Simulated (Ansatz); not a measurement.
Coupled-cluster diagnostics for cis-NiBr2(NH3)2 (NiBr2N2H6), Ansatz.

Geometry of the singlet (PBE-D4/def2-SVP):

```xyz
11

Ni    0.087    0.261   -0.755
Br   -0.063    2.348   -1.737
Br    0.580   -0.798   -2.750
N     0.201   -1.503    0.078
H    -0.691   -1.875    0.440
H     0.903   -1.616    0.825
H     0.484   -2.104   -0.723
N    -0.318    1.152    0.936
H    -0.493    2.131    0.630
H     0.462    1.180    1.611
H    -1.152    0.822    1.445
```

Correlated methods freeze 25 core orbitals; core or outer-core shells of Ni, Br are correlated, in sets that lack core-valence functions. At PBE0-D4/def2-TZVP a triplet of charge 0 lies 0.80 eV below the restricted singlet, each at its own geometry.

Estimate the CCSD(T) correlation energy, the shares of MP2 and (T), T1 and the reference's ⟨S²⟩ for: charge 0, singlet, own geometry in def2-SVP; and the rough time on 4 threads of Arm Neoverse V2 on a shared host.


```csv
state,basis,correlation (eV),MP2 share (%),(T) share (%),T1,⟨S²⟩ (pure),wall time,remarks
"charge 0, singlet, own geometry",def2-SVP,-35.356,94.5,3.0,0.028,0.00 (0.00),73 s,restricted SCF unstable
```
Customary marks for T1 are 0.02 (closed shells), 0.045 (open shells) and about 0.05 (3d metals). T1 exceeds 0.02 in 1 of 1 rows and 0.045 in 0; the higher it lies, the less the single-reference result can be trusted.
